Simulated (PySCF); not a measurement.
Cl₃OTa, charge -1, doublet, geometry from GFN2-xTB (such geometries of metal compounds can be far from the true shape) (the multiplicity is a formal guess) (core potentials on Ta); DF-B3LYP/def2-SV(P) (PySCF).

Input for PySCF:
```python
from pyscf import gto, scf, dft

mol = gto.M(
    atom='''
Ta    0.201298    0.138199   -0.123119
O     1.491866    1.122330   -0.631549
Cl    1.362621   -1.410947    1.185473
Cl   -1.448541   -1.458247   -0.441938
Cl   -1.480533    1.747597    0.082351
''',
    basis='def2-sv(p)',
    ecp={'Ta': 'def2-sv(p)'},
    charge=-1,
    spin=1,
    verbose=4,
)

mf = dft.UKS(mol)
mf.xc = 'b3lyp'
mf = mf.density_fit(auxbasis='def2-universal-jkfit')
mf.kernel()
mf.analyze()
```

What the program printed (banner, timings and long lists left out):

```
PySCF version 2.14.0

[INPUT] verbose = 4
[INPUT] num. atoms = 5
[INPUT] num. electrons = 73
[INPUT] charge = -1
[INPUT] spin (= nelec alpha-beta = 2S) = 1
[INPUT] symmetry False subgroup None
[INPUT] Mole.unit = angstrom
[INPUT] Symbol           X                Y                Z      unit          X                Y                Z       unit  Magmom
[...]
nuclear repulsion = 376.394416614794
number of shells = 41
number of NR pGTOs = 182
number of NR cGTOs = 93
basis = def2-sv(p)
ecp = {'Ta': 'def2-sv(p)'}

******** <class 'pyscf.df.df_jk.DFUKS'> ********
method = DFUKS
initial guess = minao
damping factor = 0
level_shift factor = 0
DIIS = <class 'pyscf.scf.diis.CDIIS'>
diis_start_cycle = 1
diis_space = 8
diis_damp = 0
SCF conv_tol = 1e-09
SCF conv_tol_grad = None
SCF max_cycles = 50
direct_scf = False
number electrons alpha = 37  beta = 36
XC library pyscf.dft.libxc version 7.1.2
    S. Lehtola, C. Steigemann, M. J. T. Oliveira, and M. A. L. Marques,  SoftwareX 7, 1–5 (2018)
XC functionals = b3lyp
    P. J. Stephens, F. J. Devlin, C. F. Chabalowski, and M. J. Frisch,  J. Phys. Chem. 98, 11623 (1994)
radial grids:
    Treutler-Ahlrichs [JCP 102, 346 (1995); DOI:10.1063/1.469408] (M4) radial grids

becke partition: Becke, JCP 88, 2547 (1988); DOI:10.1063/1.454033
pruning grids: <function nwchem_prune>
grids dens level: 3
symmetrized grids: False
atomic radii adjust function: <function treutler_atomic_radii_adjust>
small_rho_cutoff = 0
Set gradient conv threshold to 3.16228e-05
tot grids = 94736
******** <class 'pyscf.df.df.DF'> ********
auxbasis = def2-universal-jkfit
init E= -1499.92367367822

cycle= 1 E= -1512.0904802954  delta_E= -12.2  |g|= 1.05  |ddm|= 5.61
cycle= 2 E= -1507.75678956383  delta_E= 4.33  |g|= 2.73  |ddm|= 8.69
cycle= 3 E= -1512.39843030009  delta_E= -4.64  |g|= 0.758  |ddm|= 8.27
cycle= 4 E= -1512.53201956045  delta_E= -0.134  |g|= 0.633  |ddm|= 1.28
cycle= 5 E= -1512.69005346966  delta_E= -0.158  |g|= 0.0761  |ddm|= 0.382
cycle= 6 E= -1512.69240225912  delta_E= -0.00235  |g|= 0.0182  |ddm|= 0.0686
cycle= 7 E= -1512.69256415811  delta_E= -0.000162  |g|= 0.00234  |ddm|= 0.0196
cycle= 8 E= -1512.69257001554  delta_E= -5.86e-06  |g|= 0.00138  |ddm|= 0.00779
cycle= 9 E= -1512.69257177156  delta_E= -1.76e-06  |g|= 0.000584  |ddm|= 0.00361
cycle= 10 E= -1512.69257208616  delta_E= -3.15e-07  |g|= 0.000283  |ddm|= 0.00131
cycle= 11 E= -1512.69257216888  delta_E= -8.27e-08  |g|= 7.96e-05  |ddm|= 0.000741
cycle= 12 E= -1512.69257217841  delta_E= -9.52e-09  |g|= 2.73e-05  |ddm|= 0.000226
cycle= 13 E= -1512.69257217953  delta_E= -1.12e-09  |g|= 1.45e-05  |ddm|= 9.65e-05
cycle= 14 E= -1512.69257217968  delta_E= -1.51e-10  |g|= 2.76e-06  |ddm|= 3.17e-05
Extra cycle  E= -1512.69257217968  delta_E= -5.46e-12  |g|= 4.84e-06  |ddm|= 9.08e-06
converged SCF energy = -1512.69257217968  <S^2> = 0.7520242  2S+1 = 2.0020232
**** SCF Summaries ****
Total Energy =                       -1512.692572179683793
Nuclear Repulsion Energy =             376.394416614793840
One-electron Energy =                -2869.816191378876738
Two-electron Energy =                  980.729202584398877
Two-electron Coulomb Energy =         1081.236339939112668
DFT Exchange-Correlation Energy =     -100.507137354713763
**** MO energy ****
                             alpha | beta                alpha | beta
[...]
spin_pop of  0 Ta 5s        0.00023
spin_pop of  0 Ta 6s        0.27889
spin_pop of  0 Ta 7s        0.00048
spin_pop of  0 Ta 8s        0.00100
spin_pop of  0 Ta 9s        0.00065
spin_pop of  0 Ta 10s        0.00031
spin_pop of  0 Ta 5px       0.00149
spin_pop of  0 Ta 5py       0.00234
spin_pop of  0 Ta 5pz       0.00667
spin_pop of  0 Ta 6px       0.00094
spin_pop of  0 Ta 6py       0.00044
spin_pop of  0 Ta 6pz      -0.00488
spin_pop of  0 Ta 7px       0.00661
spin_pop of  0 Ta 7py       0.00124
spin_pop of  0 Ta 7pz       0.00075
spin_pop of  0 Ta 5dxy      0.34103
spin_pop of  0 Ta 5dyz      0.01665
spin_pop of  0 Ta 5dz^2     0.01051
spin_pop of  0 Ta 5dxz      0.01935
spin_pop of  0 Ta 5dx2-y2    0.14156
spin_pop of  0 Ta 6dxy      0.04230
spin_pop of  0 Ta 6dyz      0.00161
spin_pop of  0 Ta 6dz^2     0.00053
spin_pop of  0 Ta 6dxz      0.00316
spin_pop of  0 Ta 6dx2-y2    0.03224
spin_pop of  1 O 1s        0.00000
spin_pop of  1 O 2s        0.00708
spin_pop of  1 O 3s        0.02232
spin_pop of  1 O 2px      -0.00314
spin_pop of  1 O 2py      -0.01121
spin_pop of  1 O 2pz      -0.00026
spin_pop of  1 O 3px       0.00023
spin_pop of  1 O 3py       0.00032
spin_pop of  1 O 3pz       0.00189
spin_pop of  1 O 3dxy      0.00001
spin_pop of  1 O 3dyz      0.00015
spin_pop of  1 O 3dz^2     0.00019
spin_pop of  1 O 3dxz      0.00001
spin_pop of  1 O 3dx2-y2    0.00000
spin_pop of  2 Cl 1s        0.00000
spin_pop of  2 Cl 2s        0.00000
spin_pop of  2 Cl 3s        0.00589
spin_pop of  2 Cl 4s        0.00893
spin_pop of  2 Cl 2px      -0.00000
spin_pop of  2 Cl 2py      -0.00000
spin_pop of  2 Cl 2pz       0.00000
spin_pop of  2 Cl 3px      -0.00182
spin_pop of  2 Cl 3py      -0.00161
spin_pop of  2 Cl 3pz       0.00203
spin_pop of  2 Cl 4px       0.00010
spin_pop of  2 Cl 4py       0.00012
spin_pop of  2 Cl 4pz       0.00551
spin_pop of  2 Cl 3dxy      0.00033
spin_pop of  2 Cl 3dyz      0.00124
spin_pop of  2 Cl 3dz^2     0.00044
spin_pop of  2 Cl 3dxz      0.00041
spin_pop of  2 Cl 3dx2-y2    0.00015
spin_pop of  3 Cl 1s        0.00000
spin_pop of  3 Cl 2s       -0.00000
spin_pop of  3 Cl 3s        0.00664
spin_pop of  3 Cl 4s        0.00835
spin_pop of  3 Cl 2px       0.00000
spin_pop of  3 Cl 2py       0.00000
spin_pop of  3 Cl 2pz       0.00000
spin_pop of  3 Cl 3px       0.00600
spin_pop of  3 Cl 3py       0.00081
spin_pop of  3 Cl 3pz       0.00555
spin_pop of  3 Cl 4px       0.00020
spin_pop of  3 Cl 4py       0.00081
spin_pop of  3 Cl 4pz       0.00224
spin_pop of  3 Cl 3dxy      0.00005
spin_pop of  3 Cl 3dyz      0.00040
spin_pop of  3 Cl 3dz^2     0.00025
spin_pop of  3 Cl 3dxz      0.00100
spin_pop of  3 Cl 3dx2-y2    0.00015
spin_pop of  4 Cl 1s        0.00000
spin_pop of  4 Cl 2s        0.00000
spin_pop of  4 Cl 3s        0.00585
spin_pop of  4 Cl 4s        0.01127
spin_pop of  4 Cl 2px      -0.00000
spin_pop of  4 Cl 2py      -0.00000
spin_pop of  4 Cl 2pz       0.00000
spin_pop of  4 Cl 3px      -0.00377
spin_pop of  4 Cl 3py      -0.00315
spin_pop of  4 Cl 3pz       0.00548
spin_pop of  4 Cl 4px       0.00059
spin_pop of  4 Cl 4py       0.00071
spin_pop of  4 Cl 4pz       0.00289
spin_pop of  4 Cl 3dxy      0.00005
spin_pop of  4 Cl 3dyz      0.00049
spin_pop of  4 Cl 3dz^2     0.00050
spin_pop of  4 Cl 3dxz      0.00117
spin_pop of  4 Cl 3dx2-y2    0.00006
In total            37.00000 | 36.00000

WARN: System has nonzero charge -1; the dipole moment is origin-dependent.
Location of origin: [0. 0. 0.]

Dipole moment(X, Y, Z, Debye): -0.30373, -0.29380, -0.05826
```
